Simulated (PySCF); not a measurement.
Species: CH₇BO₂Si.
Numbering: `[CH3:1][SiH2:2][B:3]([OH:4])[OH:5]` (hydrogens: H6, H7, H8 on C1; H9, H10 on Si2; H11 on O4; H12 on O5)

Torsions of this conformer, `[CH3:1][SiH2:2][B:3]([OH:4])[OH:5]`: C1–Si2–B3–O4 -165°, H–O4–B3–Si2 -178°, H–O5–B3–Si2 179°.

The closed-shell ground state was solved at several levels (PySCF, density fitting, gas phase, non-relativistic). The structure is a single PBE0-D3(BJ)/def2-SVP conformer in the gas phase; no vibrational or solvent corrections.

```csv
level,basis functions,total energy (Eh),HOMO (eV),LUMO (eV),gap (eV),dipole (D)
PBE0/pcSseg-1,127,-506.8106,-8.07,0.22,8.29,3.24
HF/pcSseg-2,285,-505.4929,-11.10,2.16,13.26,3.11
```

**Question.** What might PBE0/def2-SVPD (166 basis functions) give for the same quantities?

**Answer.** Total energy -506.6099 Eh, HOMO -8.06 eV, LUMO -0.37 eV, gap 7.69 eV, dipole 2.98 D.

**Question.** Over all these levels, which gives the widest orbital gap and which the narrowest?

**Answer.** HF/pcSseg-2 (Hartree–Fock, all exact exchange) has the widest, 13.26 eV, and PBE0/def2-SVPD (global hybrid, 25 % exact exchange) the narrowest, 7.69 eV. Functional and basis both differ between the two, so the spread mixes both effects. The HOMO need not be the same orbital at Hartree–Fock and at DFT levels.

**Question.** How far do the dipole and the HOMO energy spread over the levels?

**Answer.** The dipole runs from 2.98 to 3.24 D (mean 3.11 D) and the HOMO from -11.10 to -8.06 eV.
